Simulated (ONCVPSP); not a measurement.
## Plane-wave convergence, ONCV potential for phosphorus

ONCVPSP 4.0.1 input, shortened (lines: element, Z, core and valence counts, functional; n l f; lmax; l rc ep ncon nbas qcut; lloc lpopt rc5 dvloc0; l nproj debl; icmod fcfact rcfact), PBE, scalar-relativistic:

```
  P 15.00    3    2        4      upf
    1    0    2.00
    2    0    2.00
    2    1    6.00
    3    0    2.00
    3    1    3.00
    1
    0    1.30    0.00    5   10    5.90
    1    1.55    0.00    3    6    5.70
    4    5    0.85    1.00
    0    2    1.00
    1    2    1.70
    2    0.55    0.60
```

Question: For each optimised wave give the share of its norm inside rc, the residual kinetic energy above qcut (Ha) and the cutoffs (Ha) for errors of 10, 1, 0.1 and 0.01 mHa per electron.

Answer:

```tsv
wave	norm inside rc	residual KE	10 mHa	1 mHa	0.1 mHa	0.01 mHa
3s	0.202	1.5e-03	6.6	33.0	160.9	183.2
s projector 2	0.090	3.8e-04	7.8	12.3	142.8	221.6
3p	0.213	3.7e-06	3.0	5.1	11.8	14.9
p projector 2	0.219	5.5e-04	5.2	10.3	62.1	99.9
```

The occupied waves need 33 Ha and 161 Ha for 1 and 0.1 mHa. Note: ghosts flagged at negative energy: s at -160.5 eV; no localised positive-energy state flagged. A true bound ghost makes a file unfit for plane-wave use.
